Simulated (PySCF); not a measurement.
# Worked example: chemical shift, span and skew from a shielding tensor

C₂H₁₀Si₄, SMILES [SiH3][SiH2][Si@@H]1C=C[SiH2]1. Atoms are numbered in the order given.

```xyz
16

Si     3.1029    -0.2533     0.0120
Si     1.1890     0.4036     1.2113
Si    -0.5655     0.7903    -0.2998
C     -2.3053     0.8356     0.4642
C     -2.9247    -0.2848     0.0122
Si    -1.6709    -1.1063    -1.1487
H      3.5035     0.8320    -0.9326
H      2.7925    -1.4791    -0.7829
H      4.2515    -0.5474     0.9195
H      1.4975     1.6194     2.0268
H      0.7837    -0.6946     2.1413
H     -0.2176     1.9313    -1.2023
H     -2.7729     1.5487     1.1565
H     -3.9428    -0.5713     0.3089
H     -2.0741    -1.1491    -2.5862
H     -1.2178    -2.4748    -0.7552
```

The structure is a stationary point at B3LYP-D3(BJ)/def2-SVP. The structure was generated by enumeration; whether it is a known compound was not checked. Other conformers were not sampled.

GIAO shieldings from PBE/pcSseg-1 (PySCF), non-relativistic, no solvent. The symmetric part of the tensor of Si1 has the principal values 439.3, 443.6, 456.6 ppm. The same nucleus in TMS has σ = 335.4 ppm at this level (PySCF, at its B3LYP-D3(BJ)/def2-TZVP geometry).

Work out the isotropic shielding, the ²⁹Si shift against TMS, the span and the skew.


σ(iso) = (σ11 + σ22 + σ33)/3 = 446.5 ppm. δ = σ(ref) − σ(iso) = 335.4 − (446.5) = -111.1 ppm.
Span Ω = σ33 − σ11 = 17.3 ppm. Skew κ = 3(σ(iso) − σ22)/Ω = 0.50. Tumbling in solution averages the tensor to δ; in a static solid the shielding alone would spread this spin-1/2 line over Ω.
